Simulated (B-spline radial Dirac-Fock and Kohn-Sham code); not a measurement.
Z = 66 (dysprosium), transition energy 37.7 keV. Level of theory: a Dirac-Hartree-Slater potential of the neutral atom with a Latter tail (no hole, which puts coefficients of high multipoles low close above an edge), finite nucleus with surface currents; a radial B-spline solver. The K shell is not open to conversion at this energy. Subshells that would emit electrons below 1 keV are left out.

Question: A pure transition shows α(L) = 875000, L1/L2 = 7.57 and L1/L3 = 0.116. What is its multipolarity?
A. M2
B. E2
C. E4
D. E1
E. M4
F. E3
G. M3
H. M1

Answer: E. For comparison, α(L), L1/L2, L1/L3 are E1 0.623, 1.97, 1.42; E2 134, 0.00888, 0.00716; E3 10100, 0.0140, 0.0118; E4 371000, 0.0171, 0.0148; M1 5.22, 10.8, 64.7; M2 317, 11.6, 2.40; M3 20300, 9.42, 0.314.

Values without a named source are computed, but for edge energies of neutral atoms, which are taken from tables.
